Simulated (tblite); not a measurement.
C6H8ClO (doublet state).
Numbering: `[CH3:1][O:2][C:3]1=[CH:4][C:5]([Cl:6])[CH2:7][CH2:8]1` (hydrogens: H9, H10, H11 on C1; H12 on C4; H13, H14 on C7; H15, H16 on C8)

Cartesian coordinates in Å at the GFN2-xTB level; atoms count from 1:
```xyz
16
C6H8ClO angstrom
C      2.6437    0.1544    0.1377
O      1.5943   -0.7849    0.1360
C      0.3368   -0.2932    0.0432
C     -0.1081    1.0054   -0.0581
C     -1.4899    1.0151   -0.1293
Cl    -2.4774    2.3980   -0.2679
C     -2.0606   -0.3684   -0.0756
C     -0.8128   -1.2625    0.0433
H      3.5641   -0.4204    0.2211
H      2.5608    0.8388    0.9876
H      2.6574    0.7349   -0.7899
H      0.5013    1.8898   -0.0802
H     -2.6420   -0.5928   -0.9741
H     -2.7327   -0.4870    0.7788
H     -0.7262   -1.9627   -0.7903
H     -0.8164   -1.8556    0.9605
```

All values are computed: GFN2-xTB (tblite) harmonic vibrations without scaling, gas phase. Against measured fundamentals such values can be off by several per cent, at times by over 20. One conformer, not necessarily the lowest. Open shells enter through the occupations alone, without spin polarisation, and single modes of such species can be off by tens of per cent.

Problem. How many normal modes are there?

Solution. 16 atoms, non-linear: 3N − 6 = 42.

Problem. What is the point group of the computed structure, and how do the modes divide by symmetry?

Solution. Cs. The vibrations span 26 a′ + 16 a″.

Problem. How many distinct wavenumbers does the calculation give?

Solution. 42: Cs has no degenerate species.

Problem. How many fundamentals are allowed in the infrared by symmetry?

Solution. 42 of 42: in Cs every mode is allowed. All fundamentals are allowed in the Raman spectrum.

Problem. How far is the lowest real mode excited at 298.15 K, as a harmonic oscillator?

Solution. θ = hcν̃/k = 132 K for 91.9 cm⁻¹, so N1/N0 = 0.64 and ⟨v⟩ = 1/(exp(θ/T) − 1) = 1.8.
